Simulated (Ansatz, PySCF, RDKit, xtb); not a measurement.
Complex: NH3 (SMILES N) (first 4 atoms) with COS (SMILES O=C=S); geometry from B3LYP-D3(BJ)/def2-TZVP, rigid monomers moved along the line of their centres of mass till N1···C6 is 2.85 Å.
(charge 0, multiplicity 1):
```xyz
7

N      0.08142    -0.08459     0.02662
H      0.71661     0.69713    -0.08732
H      0.50145    -0.88624    -0.42973
H     -0.76990     0.13822    -0.47620
O      1.19614     1.01918     2.49065
C      0.41951     0.23729     2.83843
S     -0.61978    -0.80920     3.35122
```

Interaction energies are E(AB) − E(A) − E(B) at the monomers' geometry in the complex; basis-set methods are counterpoise corrected. Rows marked so take none.

Rows in 6-31G* carry no dispersion term and start afresh at each structure (6-31G* with six Cartesian d functions). MP2/6-31G* freezes PySCF's default core.

Codes used: Ansatz (a quantum-chemistry and plane-wave program) with Gaussian orbitals; PySCF for 6-31G* rows, the dispersion terms; RDKit for the force fields; xtb for the GFN methods. Values without a source in brackets are computed.

Question: One of these levels gives -8.8 kJ/mol for the interaction energy. Which one is it?
A) MP2/6-31G* (no counterpoise)
B) GFN1-xTB
C) MMFF94
D) B3LYP-D3(BJ)/def2-TZVPPD

Answer: A, MP2/6-31G* (no counterpoise). The others give 1.1 (MMFF94), -5.5 (GFN1-xTB), -3.4 (B3LYP-D3(BJ)/def2-TZVPPD)
